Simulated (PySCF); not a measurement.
PySCF input (M06-2X/6-31G* (5d)):

```python
from pyscf import gto, dft

mol = gto.M(
    atom='''
    F    -0.15853800    2.26706000    0.49717600
    C    -0.10937100    0.92170100    0.19772200
    C    -1.28298100    0.17459900   -0.08649800
    C    -1.09178200   -1.17286600   -0.37248000
    S     0.63494300   -1.41090600   -0.25675600
    C     1.06261100    0.22932800    0.15621500
    H    -2.26063300    0.64962500   -0.07506500
    H     2.05753600    0.60475400    0.33882600
    ''',
    basis='6-31g*',
    charge=-1,
    spin=0,
    verbose=4,
)

mf = dft.RKS(mol, xc='m062x')
mf.grids.level = 4
mf.conv_tol = 1e-9
mf.max_cycle = 100
mf.max_memory = 1500
mf.kernel()
if not mf.converged:
    mf = mf.newton()
    mf.kernel(mf.make_rdm1())
mf.dip_moment()
```

Output:

```
PySCF version 2.14.0

[INPUT] verbose = 4
[INPUT] num. atoms = 8
[INPUT] num. electrons = 52
[INPUT] charge = -1
[INPUT] spin (= nelec alpha-beta = 2S) = 0
[INPUT] symmetry False subgroup None
[INPUT] Mole.unit = angstrom
[INPUT] Symbol           X                Y                Z      unit          X                Y                Z       unit  Magmom
[INPUT]  1 F     -0.158538000000   2.267060000000   0.497176000000 AA   -0.299593400336   4.284122507956   0.939526475707 Bohr   0.0
[INPUT]  2 C     -0.109371000000   0.921701000000   0.197722000000 AA   -0.206681235970   1.741762458738   0.373640428801 Bohr   0.0
[INPUT]  3 C     -1.282981000000   0.174599000000  -0.086498000000 AA   -2.424482713021   0.329944291623  -0.163457530323 Bohr   0.0
[INPUT]  4 C     -1.091782000000  -1.172866000000  -0.372480000000 AA   -2.063168967730  -2.216395520814  -0.703885186878 Bohr   0.0
[INPUT]  5 S      0.634943000000  -1.410906000000  -0.256756000000 AA    1.199868374710  -2.666225927506  -0.485198520839 Bohr   0.0
[INPUT]  6 C      1.062611000000   0.229328000000   0.156215000000 AA    2.008043766950   0.433367112694   0.295203566549 Bohr   0.0
[INPUT]  7 H     -2.260633000000   0.649625000000  -0.075065000000 AA   -4.271977238154   1.227613333671  -0.141852291540 Bohr   0.0
[INPUT]  8 H      2.057536000000   0.604754000000   0.338826000000 AA    3.888179531433   1.142819432735   0.640288343882 Bohr   0.0

nuclear repulsion = 257.62182006768
number of shells = 42
number of NR pGTOs = 194
number of NR cGTOs = 92
basis = 6-31g*
ecp = {}

******** <class 'pyscf.dft.rks.RKS'> ********
method = RKS
initial guess = minao
damping factor = 0
level_shift factor = 0
DIIS = <class 'pyscf.scf.diis.CDIIS'>
diis_start_cycle = 1
diis_space = 8
diis_damp = 0
SCF conv_tol = 1e-09
SCF conv_tol_grad = None
SCF max_cycles = 100
direct_scf = True
direct_scf_tol = 1e-13
XC library pyscf.dft.libxc version 7.1.2
    S. Lehtola, C. Steigemann, M. J. T. Oliveira, and M. A. L. Marques,  SoftwareX 7, 1–5 (2018)
XC functionals = m062x
    Y. Zhao and D. G. Truhlar,  Theor. Chem. Acc. 120, 215 (2008)
    Y. Zhao and D. G. Truhlar,  Theor. Chem. Acc. 120, 215 (2008)
radial grids:
    Treutler-Ahlrichs [JCP 102, 346 (1995); DOI:10.1063/1.469408] (M4) radial grids

becke partition: Becke, JCP 88, 2547 (1988); DOI:10.1063/1.454033
pruning grids: <function nwchem_prune>
grids dens level: 4
symmetrized grids: False
atomic radii adjust function: <function treutler_atomic_radii_adjust>
small_rho_cutoff = 0
Set gradient conv threshold to 3.16228e-05
Initial guess from minao.
tot grids = 203376
init E= -652.55276807348
  HOMO = -0.24335321962389  LUMO = -0.0348825035348126  gap/eV = 5.67278
cycle= 1 E= -651.387128039865  delta_E= 1.17  |g|= 0.537  |ddm|= 3.19
  HOMO = 0.0453050304320812  LUMO = 0.265229052797259  gap/eV = 5.98444
cycle= 2 E= -651.379429448452  delta_E= 0.0077  |g|= 0.591  |ddm|= 1.26
  HOMO = -0.0445017699480847  LUMO = 0.256431772084313  gap/eV = 8.18882
cycle= 3 E= -651.456674350613  delta_E= -0.0772  |g|= 0.103  |ddm|= 0.743
  HOMO = -0.0404549410199078  LUMO = 0.24811872326699  gap/eV = 7.85249
cycle= 4 E= -651.459264883837  delta_E= -0.00259  |g|= 0.043  |ddm|= 0.146
  HOMO = -0.0458166335848338  LUMO = 0.248217551049265  gap/eV = 8.00108
cycle= 5 E= -651.459743600622  delta_E= -0.000479  |g|= 0.0102  |ddm|= 0.0642
  HOMO = -0.0443705166560382  LUMO = 0.24944132968763  gap/eV = 7.99503
cycle= 6 E= -651.459771599209  delta_E= -2.8e-05  |g|= 0.00341  |ddm|= 0.0166
  HOMO = -0.0446432730262512  LUMO = 0.249195711276224  gap/eV = 7.99577
cycle= 7 E= -651.459775149873  delta_E= -3.55e-06  |g|= 0.00117  |ddm|= 0.00628
  HOMO = -0.0447111484697618  LUMO = 0.249169062791662  gap/eV = 7.99689
cycle= 8 E= -651.459775633608  delta_E= -4.84e-07  |g|= 0.000426  |ddm|= 0.00266
  HOMO = -0.0446952398683127  LUMO = 0.249201643685541  gap/eV = 7.99734
cycle= 9 E= -651.459775712006  delta_E= -7.84e-08  |g|= 9.02e-05  |ddm|= 0.00105
  HOMO = -0.0447153018681621  LUMO = 0.249194539574322  gap/eV = 7.99769
cycle= 10 E= -651.459775715533  delta_E= -3.53e-09  |g|= 6.13e-05  |ddm|= 0.000279
  HOMO = -0.0447065230897206  LUMO = 0.249199232848714  gap/eV = 7.99758
cycle= 11 E= -651.459775716637  delta_E= -1.1e-09  |g|= 1.18e-05  |ddm|= 0.000103
  HOMO = -0.0447095332094549  LUMO = 0.249197795668988  gap/eV = 7.99763
cycle= 12 E= -651.459775716704  delta_E= -6.68e-11  |g|= 6.53e-06  |ddm|= 3.77e-05
  HOMO = -0.0447076274084521  LUMO = 0.249197991252472  gap/eV = 7.99758
Extra cycle  E= -651.459775716698  delta_E= 6.03e-12  |g|= 8.4e-06  |ddm|= 1.87e-05
converged SCF energy = -651.459775716698

WARN: System has nonzero charge -1; the dipole moment is origin-dependent.
Location of origin: [0. 0. 0.]

Dipole moment(X, Y, Z, Debye):  2.51482,  2.94481,  0.91299
```

The dipole moment of an ion depends on the origin.

The geometry given is a B3LYP-D3(BJ)/def2-TZVP minimum.
